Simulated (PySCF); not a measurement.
**Correlation energy of Ag⁺ (silver, charge +1)**

[Kr] 4d9 5p1, one real determinant (an excited configuration). Computed with PySCF 2.14 in aug-cc-pwCVDZ-PP with ECP28MDF (6s6p5d3f, 70 functions), with scalar relativity through the core potential. Frozen: 4s2 4p6; 10 electrons correlated.

```csv
level,correlation energy (mhartree)
CCSD,-284.23
(T),-6.58
CCSD(T),-290.81
```

Diagnostics: T1 = 0.011, D1 = 0.0500, largest double amplitude 0.034.

The real determinant used has ⟨L²⟩ near 8 against 12 for a pure F term, so it mixes terms.

Cost of the coupled-cluster step: roughly 15 core-seconds, for 10 correlated electrons.

The reference is one real determinant that mixes LS terms of this configuration.
